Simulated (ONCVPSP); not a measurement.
**Before and after: ONCV potential for palladium**

* Element: Pd (Z = 46)
* Generator: ONCVPSP 4.0.1
* Type: optimised norm-conserving Vanderbilt (ONCV)
* Functional: PW91
* Relativity: scalar-relativistic
* Frozen core: [Ar] 3d10
* Valence charge: 18
* Reference configuration: 4s2 4p6 4d9 (charge +1)
* Partial waves: 4s: rc 1.35 bohr, ncon 4, nbas 7, qcut 9.2 1/bohr, 1 projector; 4p: rc 1.65 bohr, ncon 4, nbas 7, qcut 8 1/bohr, 2 projectors, debl 2.6 Ha; 4d: rc 1.40 bohr, ncon 4, nbas 8, qcut 7.9 1/bohr, 2 projectors, debl 3.6 Ha
* Local potential: polynomial inside 1.10 bohr (lpopt 5, dvloc0 2 Ha)
* Core correction: Teter function, fcfact 5.5, rcfact 1.55

All-electron outer shells of the reference configuration (PW91, scalar-relativistic, ld1.x):

```
shell  level (eV)  outermost node (bohr)  outermost maximum (bohr)
   4s      -96.77                   0.45                      0.85
   4p      -62.55                   0.46                      0.91
   4d      -14.69                   0.45                      1.09
```

Change: core correction Teter function, fcfact 5.5, rcfact 1.7.

Cutoffs: the cutoffs (Ha) at which the residual kinetic energy of the hardest occupied pseudo-wave falls to 1 and 0.1 mHa per electron; they do not see the model core or the augmentation charge, which bear on the density cutoff. Errors are all-electron minus pseudo energies relative to the spin-unpolarised reference configuration.

**Question.** Predict the effect on cutoff, ghosts and configuration errors.

**Answer.** The potential gets neither clearly harder nor softer (32 Ha and 45 Ha → 32 Ha and 45 Ha); of the 4 tests that both files solve, the error grows in 2 and shrinks in 0 by more than 15 % and 0.3 meV (median size 0.7 → 1.3 meV); neither file shows a bound ghost. A model core, the more so a compact one, raises the density cutoff, which this test does not measure.

| quantity | base | changed |
| --- | --- | --- |
| cutoff, loose | 32 Ha | 32 Ha |
| cutoff, tight | 45 Ha | 45 Ha |
| bound ghosts | none | none |
| GHOST(+) flags under 300 eV | none | none |
| error for 4s2 4p6 4d10, meV [ΔE -9.19 eV] | -0.7 | -0.9 |
| error for 4s2 4p6 4d8, meV [ΔE 20.89 eV] | -0.8 | -1.7 |
| error for 4s2 4p6 4d7, meV [ΔE 55.33 eV] | +0.2 | -5.4 |
| error for 4s2 4p6 4d9 5p1, meV [ΔE -3.91 eV] | +0.8 | +0.7 |
| s: phases at 1.37 bohr within 0.05 rad from the reference energy up to (Ha; the scan ends near 5) | 0.2 | 0.2 |
| p: phases at 1.68 bohr within 0.05 rad from the reference energy up to (Ha; the scan ends near 5) | to the end of the scan | to the end of the scan |
| d: phases at 1.42 bohr within 0.05 rad from the reference energy up to (Ha; the scan ends near 5) | to the end of the scan | to the end of the scan |
| rms error of d²Exc/dni dnj with the model core, mHa | 3.32 | 5.05 |
